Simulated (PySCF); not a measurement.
**[AuF2]−: one run**

[AuF2]− (singlet). PySCF 2.14.0, RKS PBE0, Au def2-SVP with ECP60, F def2-SVP; non-relativistic Hamiltonian with scalar-relativistic core potentials where named; density fitting; no spin-orbit coupling. Purpose: singlet excitations, Tamm-Dancoff PBE0.

```python
mol = gto.M(atom='''
Au     0.00000    -0.00000     0.00000
F     -0.00000     0.00000     1.97109
F      0.00000     0.00000    -1.97109''',
    basis={'Au': 'def2-SVP', 'F': 'def2-SVP'},
    ecp={'Au': 'def2-SVP'},
    charge=-1, spin=0)
mf = dft.RKS(mol, xc='PBE0')
mf.grids.atom_grid = (50, 194)
mf = mf.density_fit()  # fitting sets: Au def2-universal-JKFIT, F def2-universal-JKFIT
mf.conv_tol = 1e-08; mf.max_cycle = 55
mf.kernel(dm0)  # dm0: converged density of the relaxed state
td = mf.TDA(); td.nstates = 8; td.kernel()
```

Run from Python with OMP_NUM_THREADS=2; the lines above give its settings. Where DIIS fails, smearing, a level shift and second-order steps follow.
It took 3.5 s on 2 threads of AMD EPYC 7B13 (Zen 3) (shared host), from an already converged density.

Where do the frontier levels lie, over both spins?

HOMO -1.61 eV, LUMO 5.22 eV. 

What are the Mulliken charges and spins?


| atom | charge (e) | spin (e) |
| --- | --- | --- |
| Au1 | 0.060 | 0.000 |
| F2 | -0.530 | 0.000 |
| F3 | -0.530 | 0.000 |

Which singlet excitations follow (Tamm-Dancoff, 8 states)?


```tsv
state	eV	oscillator strength
1	4.86	0.0000
2	4.86	0.0000
3	5.67	0.0000
4	5.67	0.0000
5	5.67	0.0000
6	5.93	0.0000
7	6.00	0.0301
8	6.31	0.1948
```
For an anion in a basis without diffuse functions, states above the detachment energy aren't bound: they are resonances at best, or continuum confined by the basis.
Functionals without range separation put charge-transfer states too low; the basis has no diffuse functions.

The geometry was relaxed with B3LYP (Au def2-SVP with ECP60, F def2-SVP).
